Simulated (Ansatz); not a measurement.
The same isomerisation along the group F, Cl, I.

Calculated with Ansatz (gas phase, PBE0-D4/def2-TZVP geometries, no zero-point term in ΔE). CCSD(T)/CBS is the MP2 limit (def2-TZVPP, def2-QZVPP) plus CCSD(T) − MP2 in def2-TZVPP, frozen cores. Double bonds are as drawn, so ΔE can hold a change between cis and trans. Functionals use def2-TZVPP. B3LYP here is the variant with VWN-RPA as its local correlation; programs differ in this. def2 core potentials past Kr. For I outer-core shells are correlated without core-valence functions, which leaves a few kJ/mol of doubt a bond. One conformer a species, not always the lowest.

| reaction | CCSD(T)/CBS(def2) (kcal/mol) |
| --- | --- |
| `O/C=C\F` → `CC(=O)F` | ? |
| `O/C=C\Cl` → `CC(=O)Cl` | -19.3 |
| `O/C=C\I` → `CC(=O)I` | -16.1 |

Task: Fill in the missing values. (Best estimate.)

Result: Ansatz gave: `O/C=C\F` → `CC(=O)F`: -31.3 kcal/mol.

Largest T1 diagnostic: 0.014, for `CC(=O)Cl`.
